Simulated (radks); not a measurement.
Task: Neutral antimony, [Kr] 4d10 5s2 5p3. All-electron calculation, non-relativistic Kohn-Sham, r2SCAN, spin-polarised, spherical densities, point nucleus; meta-GGA in the generalised Kohn-Sham scheme. Program: a radial shooting solver on a logarithmic mesh with Libxc functionals. Every spin shell is full or empty, so the densities are truly spherical. Functionals are evaluated on that one density, not self-consistently. Rank these orbital-free kinetic functionals by their error against the exact value of the orbitals, and give that value: Thomas-Fermi, von Weizsacker, TF + vW, TF + vW/9, TF + vW/5, LC94, APBEK, revAPBEK, Thakkar, Pearson, LKT, PG1, Ernzerhof.

Result: Exact: 6313.61 hartree. From best to worst, with 100 (|E| - |E exact|)/|E exact| (equal figures are ties): LC94 +0.08, APBEK +0.14, revAPBEK +0.31, Ernzerhof -0.38, Thakkar -0.56, TF + vW/9 -0.66, Pearson -0.90, TF + vW/5 +3.01, Thomas-Fermi -5.25, PG1 +14.98, LKT +19.07, TF + vW +36.05, von Weizsacker -58.70.
